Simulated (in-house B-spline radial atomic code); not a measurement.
RPA and G0W0 for K+, [Ne] 3s2 3p6, as one setting changes: the share of exact exchange in the PBE hybrid start. A dash marks a level of low quasi-particle weight. Computed with an all-electron radial atomic-structure program (B-spline basis): all electrons, scalar-relativistic (spin-free one-electron X2C), finite nucleus, each spin shell either full or empty, empty states to l = 9 with an (l + 1/2)⁻⁴ tail; G0W0 by contour deformation at full frequency.

```csv
share of exact exchange in the PBE hybrid start,mean-field level (eV),G0W0 level (eV),RPA correlation (Eh)
0,-24.880,3p -31.45,-1.141
0.1,-25.689,3p -31.56,-1.1232
0.2,?,?,?
0.3,?,?,?
0.4,-28.125,3p -31.80,-1.0753
0.5,-28.939,3p -31.86,-1.0608
0.6,-29.754,3p -31.91,-1.047
0.7,-30.57,3p -31.96,-1.0338
0.8,-31.39,3p -31.99,-1.0211
0.9,-32.21,3p -32.03,-1.0089
1,-33.02,3p -32.06,-0.99719
```

(1) What belongs in the row for 0.2?

(2) What belongs in the row for 0.3?

(3) At what share of exact exchange does G0W0 leave the highest level unchanged?

Results:

(1) mean-field level (eV): -26.500; G0W0 level (eV): 3p -31.65; RPA correlation (Eh): -1.1064.

(2) mean-field level (eV): -27.312; G0W0 level (eV): 3p -31.73; RPA correlation (Eh): -1.0905.

(3) Near 0.88, where the shift changes sign (-0.606 eV at 0.8, +0.179 eV at 0.9).
